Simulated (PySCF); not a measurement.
## Name the molecule from its bond curve

A diatomic of charge 0 contains Pb. Its quartet curve at PBE0 in a double-zeta basis (scalar-relativistic core potentials, PySCF), in eV from the separated fragments:

```tsv
R (Å)	E (eV)
2.340	-1.503
2.449	-1.844
2.558	-2.027
2.639	-2.091
2.721	-2.108
2.803	-2.089
2.912	-2.025
3.047	-1.902
3.211	-1.722
3.429	-1.461
```

The fit gives ωe = 248 cm⁻¹ and the rotational constant Bₑ = 0.09576 cm⁻¹.

Which atom is the partner?

The minimum lies at 2.715 Å, so the reduced mass is 16.8576 u Å² cm⁻¹/(Bₑ·Re²) = 23.88 u. With Pb at 207.98 u the partner weighs about 27.0 u: Al. The molecule is AlPb.

Spin–orbit coupling is left out, which matters for elements this heavy, above all for dissociation energies. The state is the lowest determinant that a PBE0 search found; another state may lie lower at other levels.
